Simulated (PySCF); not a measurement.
C6H7F, SMILES C1(C=C(CC1)F)=C.

Geometry optimised at PBE0-D3(BJ)/def2-SVP. This is a generated structure with no PubChem entry under its InChIKey; it may be hypothetical. One conformer was computed; it need not be the lowest.

Level of theory: SMD-M06-2X/def2-SVP in PySCF.

Solvation free energies are E(SMD) − E(gas) at the gas-phase geometry, for 1 M in both phases. In vacuum the dipole moment is 1.21 D.

```tsv
solvent	ΔG(solv) (kcal/mol)	its non-electrostatic (CDS) part	dipole (D)
water	0.2	3.9	1.57
1-octanol	[?]	[?]	[?]
diethylether	-4.4	-1.8	1.45
```

Task: Fill in the missing entries. (Estimate from the structure and the level; the computed values follow.)

Result: 
- 1-octanol, ΔG(solv) (kcal/mol): -3.4
- 1-octanol, its non-electrostatic (CDS) part: -0.2
- 1-octanol, dipole (D): 1.52
